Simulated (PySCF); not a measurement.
CH6FNSi (SMILES CN[SiH2]F), singlet, at a GFN2-xTB geometry, atoms displaced at random by about 0.03 Å a coordinate; TPSS/6-31G, gradient by finite differences run with PySCF.

The PySCF input:
```python
from pyscf import gto, scf, dft

mol = gto.M(
    atom='''
Si    0.63330735   -0.49250719    0.39430715
F     1.71690517    0.18298223   -0.56759529
N    -0.93849597    0.32172938    0.47529564
C    -1.85233845    0.36915532   -0.61385563
H     0.40725031   -1.78665894   -0.33423620
H     1.23599251   -0.39029681    1.70030958
H    -1.05958499    1.00469923    1.17176057
H    -2.90445710    0.35744141   -0.12980524
H    -1.71703999    1.31008764   -1.13888353
H    -1.78519967   -0.46105118   -1.25835066
''',
    basis='6-31g',
    verbose=4,
)

mf = dft.RKS(mol)
mf.xc = 'tpss'
mf.conv_tol = 1e-11
mf.kernel()
scan, done = mf.as_scanner(), []
scan.scf_summary = {}
def energy(d):
    c = mol.atom_coords()
    c[2, 0] += d
    e = scan(mol.set_geom_(c, unit='Bohr', inplace=False))
    done.append(scan.converged)
    return e
h = 0.01
fd = (energy(h) - energy(-h)) / (2 * h)
print('dE/dx =', fd)
```

Output, abridged:

```
PySCF version 2.14.0

[INPUT] verbose = 4
[INPUT] num. atoms = 10
[INPUT] num. electrons = 42
[INPUT] charge = 0
[INPUT] spin (= nelec alpha-beta = 2S) = 0
[INPUT] symmetry False subgroup None
[INPUT] Mole.unit = angstrom
[INPUT] Symbol           X                Y                Z      unit          X                Y                Z       unit  Magmom
[...]
nuclear repulsion = 177.945293799755
number of shells = 34
number of NR pGTOs = 136
number of NR cGTOs = 52
basis = 6-31g
ecp = {}

******** <class 'pyscf.dft.rks.RKS'> ********
method = RKS
initial guess = minao
damping factor = 0
level_shift factor = 0
DIIS = <class 'pyscf.scf.diis.CDIIS'>
diis_start_cycle = 1
diis_space = 8
diis_damp = 0
SCF conv_tol = 1e-11
SCF conv_tol_grad = None
SCF max_cycles = 50
direct_scf = True
direct_scf_tol = 1e-13
XC library pyscf.dft.libxc version 7.1.2
    S. Lehtola, C. Steigemann, M. J. T. Oliveira, and M. A. L. Marques,  SoftwareX 7, 1–5 (2018)
XC functionals = tpss
    J. Tao, J. P. Perdew, V. N. Staroverov, and G. E. Scuseria,  Phys. Rev. Lett. 91, 146401 (2003)
    J. P. Perdew, J. Tao, V. N. Staroverov, and G. E. Scuseria,  J. Chem. Phys. 120, 6898 (2004)
    J. Tao, J. P. Perdew, V. N. Staroverov, and G. E. Scuseria,  Phys. Rev. Lett. 91, 146401 (2003)
    J. P. Perdew, J. Tao, V. N. Staroverov, and G. E. Scuseria,  J. Chem. Phys. 120, 6898 (2004)
radial grids:
    Treutler-Ahlrichs [JCP 102, 346 (1995); DOI:10.1063/1.469408] (M4) radial grids

becke partition: Becke, JCP 88, 2547 (1988); DOI:10.1063/1.454033
pruning grids: <function nwchem_prune>
grids dens level: 3
symmetrized grids: False
atomic radii adjust function: <function treutler_atomic_radii_adjust>
small_rho_cutoff = 0
Set gradient conv threshold to 3.16228e-06
Initial guess from minao.
tot grids = 120312
init E= -485.986360648088
[...]
cycle= 1 E= -485.678463081686  delta_E= 0.308  |g|= 0.746  |ddm|= 2.76
[...]
cycle= 2 E= -485.36346270705  delta_E= 0.315  |g|= 1.49  |ddm|= 2.23
[...]
cycle= 3 E= -485.787652907847  delta_E= -0.424  |g|= 0.079  |ddm|= 1.64
[...]
cycle= 4 E= -485.788582782382  delta_E= -0.00093  |g|= 0.0579  |ddm|= 0.15
[...]
cycle= 5 E= -485.789293092813  delta_E= -0.00071  |g|= 0.0179  |ddm|= 0.0681
[...]
cycle= 6 E= -485.789367934214  delta_E= -7.48e-05  |g|= 0.00462  |ddm|= 0.0202
[...]
cycle= 7 E= -485.789373054179  delta_E= -5.12e-06  |g|= 0.000594  |ddm|= 0.00517
[...]
cycle= 8 E= -485.789373159787  delta_E= -1.06e-07  |g|= 9.84e-05  |ddm|= 0.000978
[...]
cycle= 9 E= -485.789373162448  delta_E= -2.66e-09  |g|= 1.09e-05  |ddm|= 0.000167
[...]
cycle= 10 E= -485.789373162495  delta_E= -4.66e-11  |g|= 1.72e-06  |ddm|= 2.26e-05
[...]
cycle= 11 E= -485.789373162495  delta_E= -2.27e-13  |g|= 2.75e-07  |ddm|= 2.92e-06
[...]
Extra cycle  E= -485.789373162494  delta_E= 1.02e-12  |g|= 3.43e-07  |ddm|= 9.61e-07
converged SCF energy = -485.789373162494
Create scanner for <class 'pyscf.dft.rks.RKS'>

WARN: Mole.unit (angstrom) is changed to Bohr

New geometry
   1 Si     0.633307350000  -0.492507190000   0.394307150000 AA    1.196777444174  -0.930703703479   0.745132522458 Bohr
   2 F      1.716905170000   0.182982230000  -0.567595290000 AA    3.244480553150   0.345786300362  -1.072599647693 Bohr
   3 N     -0.933204197891   0.321729380000   0.475295640000 AA   -1.763500352308   0.607980414426   0.898178587800 Bohr
   4 C     -1.852338450000   0.369155320000  -0.613855630000 AA   -3.500412360501   0.697602452226  -1.160019020722 Bohr
   5 H      0.407250310000  -1.786658940000  -0.334236200000 AA    0.769591550044  -3.376296074606  -0.631614878915 Bohr
   6 H      1.235992510000  -0.390296810000   1.700309580000 AA    2.335687335914  -0.737554078191   3.213119433174 Bohr
   7 H     -1.059584990000   1.004699230000   1.171760570000 AA   -2.002325436800   1.898606382261   2.214306560864 Bohr
   8 H     -2.904457100000   0.357441410000  -0.129805240000 AA   -5.488628459548   0.675466370478  -0.245296353133 Bohr
[...]
[...]
cycle= 5 E= -485.789849069554  delta_E= -2.29e-09  |g|= 2.37e-05  |ddm|= 0.000143
[...]
cycle= 6 E= -485.7898490697  delta_E= -1.47e-10  |g|= 4.88e-06  |ddm|= 2.71e-05
[...]
cycle= 7 E= -485.789849069701  delta_E= -7.96e-13  |g|= 3.3e-06  |ddm|= 7.34e-06
[...]
cycle= 8 E= -485.789849069702  delta_E= -1.14e-12  |g|= 2.89e-07  |ddm|= 3.38e-06
[...]
Extra cycle  E= -485.789849069704  delta_E= -1.36e-12  |g|= 5.54e-07  |ddm|= 1.07e-06
converged SCF energy = -485.789849069704

WARN: Mole.unit (angstrom) is changed to Bohr

New geometry
   1 Si     0.633307350000  -0.492507190000   0.394307150000 AA    1.196777444174  -0.930703703479   0.745132522458 Bohr
   2 F      1.716905170000   0.182982230000  -0.567595290000 AA    3.244480553150   0.345786300362  -1.072599647693 Bohr
   3 N     -0.943787742109   0.321729380000   0.475295640000 AA   -1.783500352308   0.607980414426   0.898178587800 Bohr
   4 C     -1.852338450000   0.369155320000  -0.613855630000 AA   -3.500412360501   0.697602452226  -1.160019020722 Bohr
   5 H      0.407250310000  -1.786658940000  -0.334236200000 AA    0.769591550044  -3.376296074606  -0.631614878915 Bohr
   6 H      1.235992510000  -0.390296810000   1.700309580000 AA    2.335687335914  -0.737554078191   3.213119433174 Bohr
   7 H     -1.059584990000   1.004699230000   1.171760570000 AA   -2.002325436800   1.898606382261   2.214306560864 Bohr
   8 H     -2.904457100000   0.357441410000  -0.129805240000 AA   -5.488628459548   0.675466370478  -0.245296353133 Bohr
   9 H     -1.717039990000   1.310087640000  -1.138883530000 AA   -3.244735326026   2.475706838778  -2.152177959478 Bohr
  10 H     -1.785199670000  -0.461051180000  -1.258350660000 AA   -3.373538453964  -0.871260459608  -2.377938116066 Bohr

******** <class 'pyscf.scf.hf.RKS_Scanner'> ********
method = RKS_Scanner
initial guess = minao
damping factor = 0
level_shift factor = 0
DIIS = <class 'pyscf.scf.diis.CDIIS'>
diis_start_cycle = 1
diis_space = 8
diis_damp = 0
SCF conv_tol = 1e-11
SCF conv_tol_grad = None
SCF max_cycles = 50
direct_scf = True
direct_scf_tol = 1e-13
XC library pyscf.dft.libxc version 7.1.2
    S. Lehtola, C. Steigemann, M. J. T. Oliveira, and M. A. L. Marques,  SoftwareX 7, 1–5 (2018)
XC functionals = tpss
    J. Tao, J. P. Perdew, V. N. Staroverov, and G. E. Scuseria,  Phys. Rev. Lett. 91, 146401 (2003)
    J. P. Perdew, J. Tao, V. N. Staroverov, and G. E. Scuseria,  J. Chem. Phys. 120, 6898 (2004)
    J. Tao, J. P. Perdew, V. N. Staroverov, and G. E. Scuseria,  Phys. Rev. Lett. 91, 146401 (2003)
    J. P. Perdew, J. Tao, V. N. Staroverov, and G. E. Scuseria,  J. Chem. Phys. 120, 6898 (2004)
radial grids:
    Treutler-Ahlrichs [JCP 102, 346 (1995); DOI:10.1063/1.469408] (M4) radial grids

becke partition: Becke, JCP 88, 2547 (1988); DOI:10.1063/1.454033
pruning grids: <function nwchem_prune>
grids dens level: 3
symmetrized grids: False
atomic radii adjust function: <function treutler_atomic_radii_adjust>
small_rho_cutoff = 0
Set gradient conv threshold to 3.16228e-06
tot grids = 120312
init E= -485.790329766738
[...]
cycle= 1 E= -485.788850146212  delta_E= 0.00148  |g|= 0.00337  |ddm|= 0.0222
[...]
cycle= 2 E= -485.788851094187  delta_E= -9.48e-07  |g|= 0.00384  |ddm|= 0.0105
[...]
cycle= 3 E= -485.788854164818  delta_E= -3.07e-06  |g|= 0.00113  |ddm|= 0.00459
[...]
cycle= 4 E= -485.788854405125  delta_E= -2.4e-07  |g|= 0.000182  |ddm|= 0.0014
[...]
cycle= 5 E= -485.788854414215  delta_E= -9.09e-09  |g|= 5.59e-05  |ddm|= 0.000298
[...]
cycle= 6 E= -485.788854414987  delta_E= -7.73e-10  |g|= 1.6e-05  |ddm|= 6.91e-05
[...]
cycle= 7 E= -485.788854415034  delta_E= -4.71e-11  |g|= 6.29e-06  |ddm|= 1.86e-05
[...]
cycle= 8 E= -485.788854415044  delta_E= -9.32e-12  |g|= 5.16e-07  |ddm|= 6.98e-06
[...]
Extra cycle  E= -485.788854415045  delta_E= -9.09e-13  |g|= 9.25e-07  |ddm|= 1.97e-06
converged SCF energy = -485.788854415045
dE/dx = -0.04973273295831859
```
